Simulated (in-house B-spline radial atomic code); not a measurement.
# Zn¹⁷⁺: [Ne] 3s2 3p1

Level of theory: non-relativistic PBEsol, spin-polarised, spherical fractional occupations, point nucleus; calculated with a radial B-spline atomic code at the basis-set limit.

Screening seen three ways: the hydrogenic charge with the same mean radius, Z_r = [3n² - l(l+1)]/(2<r>), the one with the same energy, Z_e = n√(-2ε), and Slater's rules. Values are occupation-weighted means over spin.

```tsv
shell	electrons	ε (eV)	<r> (bohr)	Z_r	Z_e	Slater
1s	2	-10043	0.05113	29.34	27.17	29.70
2s	2	-1754.1	0.227	26.43	22.71	25.85
2p	6	-1625.5	0.1969	25.40	21.86	25.85
3s	2	-632.51	0.5764	23.42	20.45	20.50
3p	1	-593.13	0.5625	22.22	19.81	20.50
```

The least bound orbital is 3p up at -593.1 eV, while the most diffuse is 3s down (<r> = 0.5769 bohr against 0.5625 bohr): energy order and size order differ.
